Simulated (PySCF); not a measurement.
C2H2ClF3. Atoms are numbered in the order given.

```xyz
8

F      1.4427    -1.4145     0.6422
C      0.9686    -0.1844     0.3652
F      1.4667     0.2098    -0.8129
C     -0.5506    -0.2663     0.2949
F     -0.9141    -1.0496    -0.7332
Cl    -1.2240     1.3623     0.1050
H      1.2898     0.5163     1.1556
H     -0.9472    -0.6824     1.2340
```

Geometry: PBE0-D3(BJ)/def2-SVP. The values are those of a single conformer.

These are PBE0-D3(BJ)/def2-SVP (PySCF) values and carry that method's errors.

Frequencies are harmonic and unscaled.

```tsv
mode	ν (cm⁻¹)	IR (km/mol)	moving atoms (share of kinetic energy)
1	78	0.7	F 80 %, Cl 14 %
2	201	3.7	F 55 %, Cl 29 %, C 13 %
3	248	2.2	F 93 %
4	344	2.1	F 71 %, Cl 15 %, C 12 %
5	417	3.8	Cl 46 %, F 43 %
6	562	13.0	F 76 %, C 18 %
7	786	48.5	C 61 %, F 30 %
8	845	89.8	C 69 %, H 12 %, F 10 %, Cl 9 %
9	936	46.3	C 54 %, H 30 %, F 15 %
10	1159	86.6	C 47 %, F 29 %, H 24 %
11	1167	154.3	C 53 %, F 33 %, H 15 %
12	1235	142.3	C 42 %, H 32 %, F 26 %
13	1276	14.1	H 76 %, C 17 %
14	1382	10.4	H 78 %, C 20 %
15	1421	36.3	H 63 %, C 35 %
16	1430	44.5	H 52 %, C 46 %
17	3105	24.0	H 92 %, C 8 %
18	3128	13.1	H 92 %, C 8 %
```
